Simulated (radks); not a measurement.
Results of a calculation; reference values are marked as such.
Ionisation of the sulfur ion S8+, [He] 2s2 2p4, to [He] 2s2 2p3 as the strength of local exchange is varied. Level of theory: scalar-relativistic Kohn-Sham, Slater X-alpha exchange (alpha = 2/3 is LDA exchange), no correlation, spin-unpolarised, spherical densities, point nucleus (a radial shooting solver on a logarithmic mesh with Libxc functionals).

[
 {"alpha": "0.563", "E(S8+) (hartree)": "-361.56695", "exchange (hartree)": "-14.76233", "IE (eV)": "377.08", "-e of the level emptied (eV)": "350.00 (2p)", "<r> of it (bohr)": "0.4086"},
 {"alpha": "0.638", "E(S8+) (hartree)": "-363.53769", "exchange (hartree)": "-16.79103", "IE (eV)": "382.15", "-e of the level emptied (eV)": "355.04 (2p)", "<r> of it (bohr)": "0.4063"},
 {"alpha": "0.665", "E(S8+) (hartree)": "-364.24895", "exchange (hartree)": "-17.52494", "IE (eV)": "383.99", "-e of the level emptied (eV)": "356.86 (2p)", "<r> of it (bohr)": "0.4054"},
 {"alpha": "0.667", "E(S8+) (hartree)": "-364.30167", "exchange (hartree)": "-17.57938", "IE (eV)": "384.13", "-e of the level emptied (eV)": "357.00 (2p)", "<r> of it (bohr)": "0.4054"},
 {"alpha": "0.981", "E(S8+) (hartree)": "-372.64373", "exchange (hartree)": "-26.25526", "IE (eV)": "405.84", "-e of the level emptied (eV)": "378.56 (2p)", "<r> of it (bohr)": "0.3960"},
 {"alpha": "1.016", "E(S8+) (hartree)": "-373.58151", "exchange (hartree)": "-27.23820", "IE (eV)": "408.30", "-e of the level emptied (eV)": "381.00 (2p)", "<r> of it (bohr)": "0.3950"},
 {"alpha": "1.019", "E(S8+) (hartree)": "-373.66197", "exchange (hartree)": "-27.32259", "IE (eV)": "408.51", "-e of the level emptied (eV)": "381.21 (2p)", "<r> of it (bohr)": "0.3949"}
]

NIST Atomic Spectra Database: 379.8 eV (semi-empirical). The Delta-SCF value meets it near alpha = 0.60. Spin polarisation and multiplet splitting are left out, so open shells lie too high by an amount that depends on their filling.

Beside tabulated values, note that spin-unpolarised runs miss the spin-polarisation part of the exchange energy of open shells.
